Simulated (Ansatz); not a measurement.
Fe₂S⁺. Charge 1, multiplicity 4. Geometry r2SCAN-D4/def2-TZVP; atoms count from 1.

```xyz
3

Fe    1.0696   -0.6501   -0.4730
Fe   -0.0520    0.8495    0.9951
S    -1.0176   -0.1994   -0.5221
```

The charge 1 quartet is spin-contaminated (final ⟨S²⟩ up to 5.34, 3.75 for a pure state). At PBE-D4/def2-TZVP a doublet of charge 1 lies 0.63 eV below the quartet, each at its own geometry. The structure comes from a short search, and lower isomers may exist.

Estimate the Mulliken populations from the PBE/def2-TZVP orbitals of Ansatz.


| atom | charge (e) | spin (α − β) | d electrons |
| --- | --- | --- | --- |
| Fe1 | 0.61 | 3.39 | 6.56 |
| Fe2 | 0.55 | -0.67 | 6.75 |
| S3 | -0.16 | 0.28 | – |
Mulliken values depend strongly on the basis.

Where does the spin sit?

Summed by element: Fe 2.72, S 0.28, of 3 unpaired in all. Largest on single atoms: Fe1 3.39, Fe2 -0.67, S3 0.28.

And the Mayer bond orders between heavy atoms (over 0.3)?

Fe1–Fe2 1.63 (2.38 Å); Fe1–S3 1.36 (2.14 Å); Fe2–S3 1.34 (2.08 Å).
